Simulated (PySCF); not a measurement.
Fe(F)3, SMILES [F][Fe]([F])[F] (F₃Fe), multiplicity 6, PBE0/def2-SVP optimised geometry.

```
4

Fe    -0.44     0.00     0.00
F     -1.31    -1.51     0.01
F     -1.31     1.51     0.00
F      1.31     0.00     0.00
```

Density from PySCF with unrestricted PBE0/def2-TZVP at that geometry.

Minimum of the electron density along straight lines between bonded atoms, close to the bond critical point (lines longer than 1.1 times the sum of covalent radii, or with two minima, are not listed):

```
bond    length / Å  ρ at the minimum / e bohr⁻³  ∇²ρ there / e bohr⁻⁵  position (fraction from the first atom)
------  ----------  ---------------------------  --------------------  ---------------------------------------
Fe1–F2       1.748                        0.149                  0.92                                     0.50
Fe1–F3       1.748                        0.148                  0.92                                     0.50
Fe1–F4       1.748                        0.149                  0.92                                     0.50
```
